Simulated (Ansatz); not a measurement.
Ansatz (a quantum-chemistry and plane-wave program) input (CCSD(T)/cc-pwCVQZ): A basis named .json is the Basis Set Exchange file of that set (core-valence sets with the plain set on hydrogen).

Ansatz 0.2 input:
```yaml
crystal:
  periodic: [false, false, false]
  atoms:
    - {symbol: C, position_ang: [0.00000000, 0.00000000, 0.00000000]}
basis:
  gaussian:
    orbitals: cc-pwCVQZ.json
magnetization: {spin_polarized: true, initial_magnetization: 2}
correlation: {method: ccsd_t, electrons: outside_noble_gas}
scf: {lower_state_search: full}
```

Output:

```
Functional definition: HF
integrals: 0.10 GiB planned
519 factors; integrals over basis functions are off by at most 1.7e-4 eV
mean field: 0.12 GiB planned
mean field evaluation 1: about -1025.3290 eV, gradient 6.7e0 eV
mean field evaluation 2: about -1025.3301 eV, gradient 6.7e0 eV
mean field evaluation 4: about -1025.6865 eV, gradient 3.4e-1 eV
mean field evaluation 8: about -1025.6878 eV, gradient 2.8e-4 eV
mean field evaluation 16: about -1025.6877 eV, gradient 3.3e-2 eV
mean field evaluation 32: about -1025.6893 eV, gradient 5.0e-3 eV
mean field evaluation 64: about -1018.6626 eV, gradient 4.6e-4 eV
mean field evaluation 96: about -1025.6876 eV, gradient 9.8e-2 eV
mean field -1025.68775113 eV, -37.6933296178 hartree, gradient 5.6e-7 eV, S^2 2.010123; 7 other end points of the search recorded, 0 dependent functions left out
1 core orbitals not correlated
reference -1025.68775113 eV, -37.6933296178 hartree; 3, 1 occupied and 80, 82 virtual orbitals, 519 factors
second order -1.98446475 eV of doubles, -0.00000000 eV of singles
coupled cluster: 0.30 GiB planned
cycle   1  -2.30718328 eV  change   -3.2e-1 eV  update   4.5e-2
cycle   2  -2.47380176 eV  change   -1.7e-1 eV  update   2.0e-2
cycle   3  -2.48782422 eV  change   -1.4e-2 eV  update   5.0e-3
cycle   4  -2.48891036 eV  change   -1.1e-3 eV  update   9.5e-4
cycle   5  -2.48877241 eV  change    1.4e-4 eV  update   2.4e-4
cycle   6  -2.48884537 eV  change   -7.3e-5 eV  update   5.3e-5
cycle   7  -2.48885168 eV  change   -6.3e-6 eV  update   9.9e-6
cycle   8  -2.48884706 eV  change    4.6e-6 eV  update   1.6e-6
perturbative correction -0.06534009 eV, -0.0024012040 hartree
Total energy: -1028.24193827 eV, -37.7871942641 hartree
```
